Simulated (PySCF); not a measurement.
silanone cation (H₂OSi), SMILES O=[SiH2] (connectivity only; charge and spin as stated), charge +1, multiplicity 2. Atoms are numbered in the order given.

```xyz
4

Si     0.0000     0.0000     0.4817
O      0.0000     0.0000    -1.1243
H      0.0000    -1.3487     1.1252
H      0.0000     1.3487     1.1252
```
Charge +1, spin multiplicity 2.

Coordinates come from a PBE-D3(BJ)/def2-TZVP optimisation. The multiplicity is an assumed one; other spin states were not compared.

Calculation: PBE0/pcH-1 in PySCF.

Unrestricted Kohn–Sham, ⟨S²⟩ = 0.757. Hyperfine tensors hold the contact and dipolar terms, without spin-orbit corrections.

### Question
Estimate the hyperfine couplings. (An estimate is asked for; the answer gives what the named calculation found.)

### Answer

| nucleus | A(iso) (MHz) | A(iso) (G) | dipolar principal values (MHz) |
|---|---|---|---|
| 29Si no. 1 | 99.2 | 35.4 | -7.9, 2.0, 6.0 |
| 17O no. 2 | -31.6 | -11.3 | -267.6, 125.7, 141.9 |
| 1H no. 3 | 113.7 | 40.6 | -4.9, -1.6, 6.4 |
| 1H no. 4 | 113.7 | 40.6 | -4.9, -1.6, 6.4 |

### Question
And the g tensor (effective nuclear charges for spin-orbit coupling, GIAO)? (Estimate from the structure and the level; the computed values follow.)

### Answer
principal values 2.0031, 2.0139, 2.0195; isotropic 2.0122.
